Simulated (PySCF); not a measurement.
SMILES C#C[SiH2]OC at its GFN2-xTB optimised geometry (Å):

```
11

C      1.4075     1.4769     0.0000
C      0.2052     1.4769     0.0000
Si    -1.6521     1.4170    -0.0041
O     -2.2022    -0.0879     0.2572
C     -1.9496    -1.2624    -0.4464
H      2.4602     1.4894     0.0025
H     -2.2291     2.0798     1.1547
H     -2.0688     1.9337    -1.3149
H     -0.8774    -1.4734    -0.4803
H     -2.4602    -2.0798     0.0650
H     -2.3234    -1.1926    -1.4714
```

Level of theory: CAM-B3LYP/def2-TZVP run with PySCF. Cells within 0.4 Å of a nucleus heavier than hydrogen are left out (blank, or x).

Map of the electron localisation function on the plane z = 0.0 Å:

```
|0000000000000000000000000000000|
|0000000000000000000000000000000|
|0000000000000000000000000000000|
|0000000000000000111100000000000|
|0000000000000012233321000000000|
|0000001111000123455432110000000|
|0000011232101345666654333200000|
|0000013442113676777766678751000|
|0000023420006886688757899985000|
|000001310670598xx78xx6999997100|
|000001105xx4498xxx7xxx999998100|
|000000102xx2498xx68xx6999997100|
|0000124411104886688757899985000|
|0012467887422576778766678751000|
|0024678888741135566654333210000|
|0024688xx7740001345542110000000|
|0013578xx7620000012321000000000|
|0001246787410000000000000000000|
|0000013676446751000000000000000|
|0000013532689996000000000000000|
|0001378975799999400000000000000|
|0014899998689999600000000000000|
|0027999998568999500000000000000|
|0038999998324786100000000000000|
|0017999997201221000000000000000|
|0004899995100000000000000000000|
|0000478862000000000000000000000|
|0000012210000000000000000000000|
|0000000000000000000000000000000|
|0000000000000000000000000000000|
|0000000000000000000000000000000|
```
Scale: ten equal steps from 0.000 (start of '0') to 1.000 (end of '9'), in the order '0123456789'; x runs from -4.50 to 4.50, y from -4.50 (bottom) to 4.50 (top).
